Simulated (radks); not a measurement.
Results of a calculation; reference values are marked as such.
Polarisabilities and homonuclear dispersion coefficients (atomic units). Code: a radial shooting solver on a logarithmic mesh with Libxc functionals. Model: non-relativistic Kohn-Sham, PBE, spin-unpolarised, spherical densities, point nucleus. Response by self-consistent Sternheimer equations with the Hartree and adiabatic LDA kernel. "Uncoupled" leaves out the induced potential. Quadrupole and octupole values are given only where no p, d or f shell is open. The Sternheimer factor gamma scales a distant field gradient at the nucleus by 1 - gamma.

| species | configuration | alpha1 (bohr^3) | alpha1, uncoupled | alpha2 (bohr^5) | alpha3 (bohr^7) | C6 | C8 | Sternheimer gamma |
|---|---|---|---|---|---|---|---|---|
| Mg+ | [Ne] 3s1 | 30.48 | 37.94 | 182.4 | 2086 | 126.1 | 4779 | -2.25 |
| Al2+ | [Ne] 3s1 | 12.24 | 15.41 | 39.56 | 245.4 | 31.46 | 664.3 | -1.82 |
| Si3+ | [Ne] 3s1 | 6.355 | 8.035 | 13.11 | 51.94 | 11.45 | 157.8 | -1.48 |
| P4+ | [Ne] 3s1 | 3.785 | 4.792 | 5.451 | 15.05 | 5.104 | 49.97 | -1.23 |
| S5+ | [Ne] 3s1 | 2.458 | 3.111 | 2.615 | 5.322 | 2.587 | 18.98 | -1.04 |
| Cl6+ | [Ne] 3s1 | 1.695 | 2.144 | 1.386 | 2.163 | 1.435 | 8.195 | -0.906 |
| Ar7+ | [Ne] 3s1 | 1.222 | 1.544 | 0.7916 | 0.9750 | 0.8510 | 3.891 | -0.797 |
| K8+ | [Ne] 3s1 | 0.9120 | 1.150 | 0.4789 | 0.4763 | 0.5320 | 1.990 | -0.711 |
